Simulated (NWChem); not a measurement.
Program: NWChem. System: ethylene carbonate (C3H4O3), charge 0, spin multiplicity 1, at a geometry optimised with PBE0/def2-SVP. Level: B3LYP/def2-SVP, VWN1-RPA local correlation.

Part of the output:

```
             Northwest Computational Chemistry Package (NWChem) 7.3.0
             --------------------------------------------------------

                                NWChem Input Module
                                -------------------

 Scaling coordinates for geometry "geometry" by  1.889725989
 (inverse scale =  0.529177249)

 Turning off AUTOSYM since
 SYMMETRY directive was detected!

                             Geometry "geometry" -> ""
                             -------------------------

 Output coordinates in angstroms (scale by  1.889725989 to convert to a.u.)

  No.       Tag          Charge          X              Y              Z
 ---- ---------------- ---------- -------------- -------------- --------------
    1 O                    8.0000     0.00000000     0.00000000    -2.03102300
    2 C                    6.0000     0.00000000     0.00000000    -0.84639900
    3 O                    8.0000    -0.10023900     1.09987200    -0.07016700
    4 C                    6.0000     0.09891900     0.75794000     1.28686100
    5 C                    6.0000    -0.09891900    -0.75794000     1.28686100
    6 O                    8.0000     0.10023900    -1.09987200    -0.07016700
    7 H                    1.0000    -0.62857300     1.29560100     1.91010700
    8 H                    1.0000     1.11656600     1.05179400     1.59335200
    9 H                    1.0000     0.62857300    -1.29560100     1.91010700
   10 H                    1.0000    -1.11656600    -1.05179400     1.59335200

 Effective nuclear repulsion energy (a.u.)     247.6038417650

            Nuclear Dipole moment (a.u.)
            ----------------------------
        X                 Y               Z
 ---------------- ---------------- ----------------
     0.0000000000     0.0000000000     0.0000000000

      Symmetry information
      --------------------

 Group name             C2
 Group number              4
 Group order               2
 No. of unique centers     6

      Symmetry unique atoms

     1    2    3    4    7    8


 Summary of "ao basis" -> "" (spherical)
 ------------------------------------------------------------------------------
       Tag                 Description            Shells   Functions and Types
 ---------------- ------------------------------  ------  ---------------------
 *                          def2-svp                  on all atoms

                                 NWChem DFT Module
                                 -----------------

 Summary of "ao basis" -> "ao basis" (spherical)
 ------------------------------------------------------------------------------
       Tag                 Description            Shells   Functions and Types
 ---------------- ------------------------------  ------  ---------------------
 O                          def2-svp                 6       14   3s2p1d
 C                          def2-svp                 6       14   3s2p1d
 H                          def2-svp                 3        5   2s1p

 Summary of "ao basis" -> "ao basis" (spherical)
 ------------------------------------------------------------------------------
       Tag                 Description            Shells   Functions and Types
 ---------------- ------------------------------  ------  ---------------------
 O                          def2-svp                 6       14   3s2p1d
 C                          def2-svp                 6       14   3s2p1d
 H                          def2-svp                 3        5   2s1p

      Symmetry analysis of basis
      --------------------------

        a          54
        b          50

            General Information
            -------------------
          SCF calculation type: DFT
          Wavefunction type:  closed shell.
          No. of atoms     :    10
          No. of electrons :    46
           Alpha electrons :    23
            Beta electrons :    23
          Charge           :     0
          Spin multiplicity:     1
          Use of symmetry is: on ; symmetry adaption is: on
          Maximum number of iterations: 100
          AO basis - number of functions:   104
                     number of shells:    48
          Convergence on energy requested:  1.00D-06
[...]
    11 b          12 a          13 b          14 a          15 b
    16 a          17 b          18 a          19 b          20 b
    21 b          22 a          23 a          24 b          25 a
    26 a          27 b          28 b          29 b          30 a
    31 a          32 b          33 a

------------------------------------------------------------
EAF file 0: "./mol.aoints.0" size=524288 bytes
------------------------------------------------------------
               write      read    awrite     aread      wait
               -----      ----    ------     -----      ----
     calls:        1         0         0         0         0
   data(b): 5.24e+05  0.00e+00  0.00e+00  0.00e+00
   time(s): 0.00e+00  0.00e+00  0.00e+00  0.00e+00  0.00e+00
rate(mb/s): 0.00e+00  0.00e+00
------------------------------------------------------------

 Grid integrated density:      45.999949166094
 Requested integration accuracy:   0.10E-05

   convergence    iter        energy       DeltaE   RMS-Dens  Diis-err    time
 ---------------- ----- ----------------- --------- --------- ---------  ------
 d= 0,ls=0.0,diis     1   -341.9594887589 -5.90D+02  1.87D-02  1.63D+00     1.7
 d= 0,ls=0.0,diis     2   -341.6015987836  3.58D-01  1.31D-02  5.66D+00     2.0
 d= 0,ls=0.0,diis     3   -342.1271538144 -5.26D-01  3.02D-03  1.82D-01     2.4
 d= 0,ls=0.0,diis     4   -342.1402146590 -1.31D-02  1.04D-03  4.87D-02     2.7
 d= 0,ls=0.0,diis     5   -342.1445189689 -4.30D-03  2.52D-04  1.67D-03     3.1
  Resetting Diis
 d= 0,ls=0.0,diis     6   -342.1446664118 -1.47D-04  4.89D-05  4.03D-05     3.5
 d= 0,ls=0.0,diis     7   -342.1446710832 -4.67D-06  1.61D-05  1.04D-06     3.8
 d= 0,ls=0.0,diis     8   -342.1446708518  2.31D-07  9.66D-06  3.65D-06     4.2

         Total DFT energy =     -342.144670851785
      One electron energy =     -957.360625728885
           Coulomb energy =      411.189174250321
    Exchange-Corr. energy =      -43.577061138237
 Nuclear repulsion energy =      247.603841765016

 Numeric. integr. density =       45.999955700772

     Total iterative time =      3.9s

                  Occupations of the irreducible representations
                  ----------------------------------------------

                     irrep           alpha         beta
                     --------     --------     --------
                     a                13.0         13.0
                     b                10.0         10.0

                       DFT Final Molecular Orbital Analysis
                       ------------------------------------

 Vector   21  Occ=2.000000D+00  E=-3.184922D-01  Symmetry=a
              MO Center= -3.5D-18,  4.5D-15,  5.1D-01, r^2= 2.7D+00
   Bfn.  Coefficient  Atom+Function         Bfn.  Coefficient  Atom+Function
  ----- ------------  ---------------      ----- ------------  ---------------
    32      0.387199   3 O  px               74     -0.387199   6 O  px
    35      0.290177   3 O  px               77     -0.290177   6 O  px
    90     -0.211166   8 H  s               100     -0.211166  10 H  s
    46     -0.178786   4 C  px               60      0.178786   5 C  px
    91     -0.141774   8 H  s               101     -0.141774  10 H  s

 Vector   22  Occ=2.000000D+00  E=-3.154269D-01  Symmetry=b
              MO Center=  1.9D-16, -8.5D-18, -1.0D+00, r^2= 2.5D+00
   Bfn.  Coefficient  Atom+Function         Bfn.  Coefficient  Atom+Function
  ----- ------------  ---------------      ----- ------------  ---------------
     4      0.460369   1 O  px                7      0.323569   1 O  px
    32     -0.283289   3 O  px               74     -0.283289   6 O  px
    35     -0.214403   3 O  px               77     -0.214403   6 O  px
     5     -0.126000   1 O  py               18      0.115266   2 C  px
    90      0.097463   8 H  s               100     -0.097463  10 H  s

 Vector   23  Occ=2.000000D+00  E=-3.000111D-01  Symmetry=b
              MO Center= -2.8D-16,  1.0D-15, -1.6D+00, r^2= 1.6D+00
   Bfn.  Coefficient  Atom+Function         Bfn.  Coefficient  Atom+Function
  ----- ------------  ---------------      ----- ------------  ---------------
     5      0.588840   1 O  py                8      0.384100   1 O  py
    22      0.168601   2 C  py               31     -0.139410   3 O  s
    73      0.139410   6 O  s                34      0.135895   3 O  pz
    76     -0.135895   6 O  pz               37      0.107597   3 O  pz
    79     -0.107597   6 O  pz               32     -0.094480   3 O  px

 Vector   24  Occ=0.000000D+00  E= 3.294989D-02  Symmetry=b
              MO Center=  1.0D-13,  1.1D-14, -7.0D-01, r^2= 2.7D+00
   Bfn.  Coefficient  Atom+Function         Bfn.  Coefficient  Atom+Function
  ----- ------------  ---------------      ----- ------------  ---------------
    18      0.588562   2 C  px               21      0.529742   2 C  px
     7     -0.405910   1 O  px               91      0.385936   8 H  s
   101     -0.385936  10 H  s                 4     -0.375348   1 O  px
    32     -0.210818   3 O  px               49     -0.210100   4 C  px
    63     -0.210100   5 C  px               74     -0.210818   6 O  px

 Vector   25  Occ=0.000000D+00  E= 3.654737D-02  Symmetry=a
              MO Center= -3.3D-14,  4.0D-14,  1.7D+00, r^2= 5.2D+00
   Bfn.  Coefficient  Atom+Function         Bfn.  Coefficient  Atom+Function
  ----- ------------  ---------------      ----- ------------  ---------------
    45      1.169891   4 C  s                59      1.169891   5 C  s
    86     -0.936040   7 H  s                96     -0.936040   9 H  s
    91     -0.915895   8 H  s               101     -0.915895  10 H  s
    51      0.452296   4 C  pz               65      0.452296   5 C  pz
    17     -0.404749   2 C  s                50      0.305734   4 C  py

 Vector   26  Occ=0.000000D+00  E= 6.989542D-02  Symmetry=a
              MO Center=  1.1D-12, -2.8D-13,  1.2D+00, r^2= 3.6D+00
   Bfn.  Coefficient  Atom+Function         Bfn.  Coefficient  Atom+Function
  ----- ------------  ---------------      ----- ------------  ---------------
    45      0.978506   4 C  s                59      0.978506   5 C  s
    31     -0.726507   3 O  s                73     -0.726507   6 O  s
    51     -0.537839   4 C  pz               65     -0.537839   5 C  pz
    17      0.415730   2 C  s                 3     -0.405148   1 O  s
    86     -0.405922   7 H  s                96     -0.405922   9 H  s

 center of mass
 --------------
 x =   0.00000000 y =   0.00000000 z =  -0.14902578

 moments of inertia (a.u.)
 ------------------
         658.867313952637           3.577557831767           0.000000000000
           3.577557831767         465.195264468710           0.000000000000
           0.000000000000           0.000000000000         221.280734910628

     Multipole analysis of the density
     ---------------------------------

     L   x y z        total         alpha         beta         nuclear
     -   - - -        -----         -----         ----         -------
     0   0 0 0     -0.000000    -23.000000    -23.000000     46.000000

     1   1 0 0     -0.000000     -0.000000     -0.000000      0.000000
     1   0 1 0      0.000000      0.000000      0.000000      0.000000
     1   0 0 1      2.050231      1.025116      1.025116      0.000000

     2   2 0 0    -23.752033    -18.235783    -18.235783     12.719533
     2   1 1 0      0.418530      0.466864      0.466864     -0.515197
     2   1 0 1      0.000000      0.000000      0.000000      0.000000
     2   0 2 0    -26.781311    -70.204283    -70.204283    113.627254
     2   0 1 1     -0.000000     -0.000000     -0.000000     -0.000000
     2   0 0 2    -26.667411   -137.650045   -137.650045    248.632678

 Task  times  cpu:        4.2s     wall:        4.2s

 Total times  cpu:        4.2s     wall:        4.2s
```

Question: Write an NWChem input that would produce this output.

Answer: This is not unique; one that fits is 
```
start mol
memory heap 200 mb stack 900 mb global 1100 mb
geometry units angstroms nocenter noautoz
  O      0.000000     0.000000    -2.031023
  C      0.000000     0.000000    -0.846399
  O     -0.100239     1.099872    -0.070167
  C      0.098919     0.757940     1.286861
  C     -0.098919    -0.757940     1.286861
  O      0.100239    -1.099872    -0.070167
  H     -0.628573     1.295601     1.910107
  H      1.116566     1.051794     1.593352
  H      0.628573    -1.295601     1.910107
  H     -1.116566    -1.051794     1.593352
  symmetry group C2
end
basis spherical
  * library def2-svp
end
dft
  xc b3lyp
  semidirect memsize 60000000 filesize 0
  iterations 100
end
task dft energy
```
